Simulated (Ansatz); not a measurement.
Frontier orbitals of C2H5FOTe, SMILES `COC(F)[TeH]`.

```csv
atom,x (Å),y (Å),z (Å)
C1,-0.599,1.020,0.928
O2,0.365,0.094,0.449
C3,-0.048,-0.610,-0.637
F4,-0.163,0.219,-1.732
Te5,1.356,-2.209,-1.028
H6,-0.781,1.812,0.198
H7,-1.542,0.510,1.158
H8,-0.189,1.450,1.840
H9,-1.036,-1.067,-0.495
H10,2.636,-1.220,-0.680
```

Charge 0, multiplicity 1. Correlated methods include outer-core shells of Te, which these sets cover unevenly. Te takes the def2 core potential. The structure was optimised at the PBE0-D4/def2-TZVP level. It is one conformer, not always the lowest. Basis def2-TZVPP, the Gaussian-basis code of Ansatz.

| functional | HOMO (eV) | LUMO (eV) | gap (eV) |
| --- | --- | --- | --- |
| PBE | -5.29 | -1.71 | 3.58 |
| BLYP | -5.13 | -1.64 | 3.49 |
| PBE0 | -6.36 | -0.89 | 5.47 |
| ωB97M-V | -8.50 | 0.95 | 9.45 |

A quarter of exact exchange (PBE0) shifts PBE's HOMO by −1.07 eV and its LUMO by +0.82 eV; full exchange at long range (ωB97M-V) shifts them by −3.22 and +2.66 eV. The gap opens from 3.58 to 9.46 eV, since occupied levels lose self-interaction and empty ones feel all the electrons. A positive LUMO is unbound and depends on the basis.
